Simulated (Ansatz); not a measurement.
`O[SiH]([SiH3])Cl` + CH₃OH → `CO[SiH](O)[SiH3]` + HCl at 500 K and 1 bar (ligand exchange at the Si–Cl bond).

Calculated with Ansatz (gas phase, PBE0-D4/def2-TZVP geometries, no zero-point term in ΔE). CCSD(T)/CBS adds triple-zeta CCSD(T) − MP2 to the extrapolated MP2 energy (def2 sets, frozen cores). This one scheme is used for every species. One conformer a species, not always the lowest.

```tsv
species	CCSD(T)/CBS energy (Eh)	H − E (kJ/mol)	S (J/(mol·K))
`O[SiH]([SiH3])Cl`	-1116.20942	177.1	416.7
CH₃OH	-115.61712	157.0	265.4
`CO[SiH](O)[SiH3]`	-771.44542	296.1	470.9
HCl	-460.38127	32.5	201.9
```

H − E and S are ideal-gas, rigid-rotor, harmonic terms from PBE0-D4/def2-TZVP, for one conformer and one mirror image of each species. 1 Eh = 2625.50 kJ/mol, R = 8.31446 J/(mol·K).

**Question.** By hand: ΔE, ΔH, ΔS and ΔG.

**Answer.** ΔE = (-771.44542) + (-460.38127) − (-1116.20942) − (-115.61712) = -0.00015 Eh = -0.4 kJ/mol. Δ(H − E) = 296.1 + 32.5 − 177.1 − 157.0 = -5.5, so ΔH = -5.9 kJ/mol. ΔS = 470.9 + 201.9 − 416.7 − 265.4 = -9.3 J/(mol·K). ΔG = -5.9 − 500 × (-9.3)/1000 = -1.2 kJ/mol.

**Question.** By hand: the equilibrium constant, and the temperature at which ΔG would vanish if ΔH and ΔS stayed fixed.

**Answer.** log₁₀ K = −ΔG/(RT ln 10) = 0.1. ΔG = 0 at ΔH/ΔS = 634 K, though so small a ΔH makes that figure unsure.

TΔS isn't small against ΔH here. The sign of ΔG lies within the doubt. A doubt of 5 kJ/mol in ΔE shifts log₁₀ K by 0.5 here. Other conformers and mirror images would add mixing entropy, several J/(mol·K) or more a flexible species. These are equilibria of isolated gas molecules and say nothing of rates. Largest T1 diagnostic: 0.012 (customary marks: 0.02 for closed shells, 0.045 for open ones).
